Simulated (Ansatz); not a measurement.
`CN[Si](F)(F)F` and `[OH][GaH][Si](F)(F)F` differ in one atom or group.

Ansatz, PBE0-D4/def2-TZVP geometries, multiplicity 1. Each molecule was computed in one conformer, which needn't be the lowest.

Scalar relativity is left out up to krypton.

```csv
property,`CN[Si](F)(F)F`
LUMO energy (ωB97M-V/def2-TZVPP) / eV,2.13
size of the dipole moment (ωB97M-V/def2-TZVPP) / D,2.94
"ideal-gas entropy at 298 K and 1 bar (rigid rotor, harmonic PBE0-D4/def2-TZVP) / J/(mol·K)",362
HOMO energy (ωB97M-V/def2-TZVPP) / eV,-10.16
HOMO energy (B3LYP/def2-TZVPP) / eV,-7.55
zero-point energy (PBE0-D4/def2-TZVP) / kJ/mol,169.1
```

(1) What does the change do to each property? (An estimate is asked.)

Answers

(1) Ansatz gave: 
```tsv
property	`[OH][GaH][Si](F)(F)F`	shift
LUMO energy (ωB97M-V/def2-TZVPP) / eV	-0.41	-2.54
size of the dipole moment (ωB97M-V/def2-TZVPP) / D	0.61	-2.33
ideal-gas entropy at 298 K and 1 bar (rigid rotor, harmonic PBE0-D4/def2-TZVP) / J/(mol·K)	394	32
HOMO energy (ωB97M-V/def2-TZVPP) / eV	-10.67	-0.51
HOMO energy (B3LYP/def2-TZVPP) / eV	-8.36	-0.81
zero-point energy (PBE0-D4/def2-TZVP) / kJ/mol	80.3	-88.8
```

With PBE0 the HOMO falls by 0.77 eV and the LUMO falls by 2.82 eV, so the gap narrows by about 2.05 eV. PBE moves the HOMO by -0.93 eV and ωB97M-V by -0.51 eV. The zero-point energy changes by -88.8 kJ/mol with -6 modes. Dipoles are sizes alone; their direction can turn. Modes under 60 cm⁻¹, often nearly free rotors, make the harmonic entropy too high.

B3LYP here is the variant with VWN-RPA as its local correlation; programs differ in this.
